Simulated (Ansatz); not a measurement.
Cost and result for the atomization energy of CH₃ClInO, SMILES `C[O][In][Cl]` radical (7 atoms, 6 bonds).

Total charge 0; spin multiplicity 2. Correlated methods include outer-core shells of In, which these sets cover unevenly. In: def2 effective core potential. All single points use the PBE0-D4/def2-TZVP geometry. It is one conformer, not always the lowest. Program: Ansatz. All runs use 4 threads of an Intel Xeon Platinum 8488C on a shared host. Times are those of one run each, without the atoms' runs, and a repeat can differ threefold. Electronic energies, without spin–orbit coupling; frozen cores. CCSD(T)/CBS adds CCSD(T) − MP2 in def2-TZVPP to the MP2 limit, and its time is that of the two runs behind it. T1 = 0.021; ⟨S²⟩ of the reference is 0.76. With those shells the extrapolation isn't a true limit. HSE06 is the plane-wave form, built on full-range PBE exchange.

CCSD(T)/CBS is a level of theory with its own doubt, some kJ/mol a heavy atom from the limit and from the frozen cores, so smaller differences don't rank the functionals.

```csv
level,functions,wall time
LDA (SPW92)/def2-TZVPP,196,1.2 s
revPBE-D4/def2-TZVPP,196,1.9 s
HSE06-D4/def2-TZVPP,196,3.1 s
BHLYP-D4/def2-TZVPP,196,3.2 s
r2SCAN-D4/def2-TZVPP (with forces),196,3.6 s
r2SCANh-D4/def2-TZVPP,196,4.3 s
PBE-QIDH/def2-TZVPP,196,4.3 s
ωB97X-V/def2-TZVPP,196,6.5 s
B97M-V/def2-TZVPP,196,7 s
CCSD(T)/def2-SVP,87,7 s
MP2/def2-QZVPP,356,12 s
CCSD(T)/def2-TZVPP,196,2.6 min
CCSD(T)/CBS(def2),–,2.8 min
```

(1) What atomization energy does each give, and how far from CCSD(T)/CBS? (Estimate.)

Results:

(1) Computed: 
```
                             level  atomization (kJ/mol)  difference from CCSD(T)/CBS  per bond
            LDA (SPW92)/def2-TZVPP                2608.9                        368.4      61.4
              revPBE-D4/def2-TZVPP                2232.3                         -8.2      -1.4
               HSE06-D4/def2-TZVPP                2239.8                         -0.7      -0.1
               BHLYP-D4/def2-TZVPP                2140.9                        -99.6     -16.6
r2SCAN-D4/def2-TZVPP (with forces)                2262.2                         21.7       3.6
             r2SCANh-D4/def2-TZVPP                2238.0                         -2.5      -0.4
               PBE-QIDH/def2-TZVPP                2215.3                        -25.2      -4.2
                ωB97X-V/def2-TZVPP                2241.7                          1.2       0.2
                 B97M-V/def2-TZVPP                2254.5                         14.0       2.3
                  CCSD(T)/def2-SVP                2091.7                       -148.8     -24.8
                    MP2/def2-QZVPP                2259.4                         18.9       3.1
                CCSD(T)/def2-TZVPP                2170.8                        -69.7     -11.6
                 CCSD(T)/CBS(def2)                2240.5                          0.0       0.0
```

At CCSD(T), def2-SVP lies −148.9 kJ/mol from the extrapolated value and def2-TZVPP −69.7 kJ/mol: correlation converges slowly with the basis, and small sets miss more of it in the bonded molecule than in its fragments. From BLYP to BHLYP (50 % exact exchange), in def2-TZVPP and without D4, the atomization energy moves by −89.9 kJ/mol: exact exchange takes away binding that semilocal exchange gives to molecules. In def2-TZVPP, CCSD(T) changes the Hartree–Fock value by +600.1 kJ/mol (the triples alone add +44.2 kJ/mol) and MP2 by +646.8 kJ/mol; breaking electron pairs costs correlation energy, which Hartree–Fock lacks.

Spin–orbit coupling would lower the free In atoms strongly, and the atomization energy with them, by more than many differences here.
